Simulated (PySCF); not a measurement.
SMILES CC(C)(C)[SiH2][SiH3] (C4H14Si2), GFN2-xTB optimised geometry.

```
20

C      1.82     0.14     1.27
C      1.29    -0.52     0.00
C      1.82    -1.96    -0.06
C      1.81     0.25    -1.21
Si    -0.63    -0.52     0.00
Si    -1.50     1.62     0.00
H      1.47    -0.39     2.16
H      1.49     1.18     1.34
H      2.91     0.14     1.28
H      1.48    -2.46    -0.96
H      2.91    -1.96    -0.06
H      1.48    -2.53     0.80
H      1.47     1.28    -1.19
H      1.46    -0.20    -2.14
H      2.90     0.25    -1.23
H     -1.05    -1.30    -1.18
H     -1.05    -1.32     1.16
H     -1.44     2.26    -1.32
H     -0.82     2.53     0.92
H     -2.91     1.62     0.39
```

Density from B3LYP/def2-SVP (PySCF) at that geometry.

Minimum of the electron density along straight lines between bonded atoms, close to the bond critical point (lines longer than 1.1 times the sum of covalent radii, or with two minima, are not listed):

```tsv
bond	length / Å	ρ at the minimum / e bohr⁻³	∇²ρ there / e bohr⁻⁵	position (fraction from the first atom)
C1–C2	1.528	0.243	-0.55	0.50
C2–C3	1.528	0.243	-0.54	0.50
C2–C4	1.528	0.243	-0.55	0.50
C2–Si5	1.924	0.111	0.27	0.62
C1–H7	1.089	0.277	-1.01	0.62
C1–H8	1.089	0.277	-1.01	0.62
C1–H9	1.091	0.275	-1.00	0.62
C3–H10	1.088	0.277	-1.02	0.62
C3–H11	1.090	0.275	-1.00	0.62
C3–H12	1.088	0.277	-1.01	0.62
C4–H13	1.089	0.276	-1.00	0.62
C4–H14	1.089	0.277	-1.01	0.62
C4–H15	1.091	0.275	-1.00	0.62
Si5–H16	1.473	0.114	0.33	0.49
Si5–H17	1.473	0.114	0.33	0.49
Si6–H18	1.466	0.115	0.34	0.49
Si6–H19	1.467	0.115	0.33	0.49
Si6–H20	1.464	0.115	0.34	0.49
```
